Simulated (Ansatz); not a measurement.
`[GeH3][Te][GeH3]` + `OC[TeH]` → `[GeH3][O]C[TeH]` + `[GeH3][TeH]`  (ligand exchange at a Ge–Te bond)

Computed with Ansatz on PBE0-D4/def2-TZVP structures; ΔE is electronic, products minus reactants. CBS: MP2 limit from def2 TZ/QZ plus the TZ coupled-cluster correction, frozen cores. DFT in def2-TZVPP. Elements past krypton have def2 core potentials. For Ge, Te outer-core shells are correlated without core-valence functions, which leaves a few kJ/mol of doubt a bond. Scalar relativity is left out up to krypton. Each species was taken in one conformer, which may not be the lowest.

CCSD(T)/CBS gives +0.56 eV.

Another level gave +0.42 eV. Which?
A. SCS-MP2/def2-TZVPP
B. r2SCAN-D4/def2-TZVPP
C. PBE/def2-TZVPP
D. HF/def2-TZVPP

D. HF/def2-TZVPP 0.42, PBE 0.62, SCS-MP2/def2-TZVPP 0.46, r2SCAN-D4 0.57 eV.

Largest T1 diagnostic among the species: 0.012.

In def2-TZVPP, CCSD(T) changes the Hartree–Fock value by +0.06 eV (the triples alone add +0.01 eV) and MP2 by +0.13 eV.
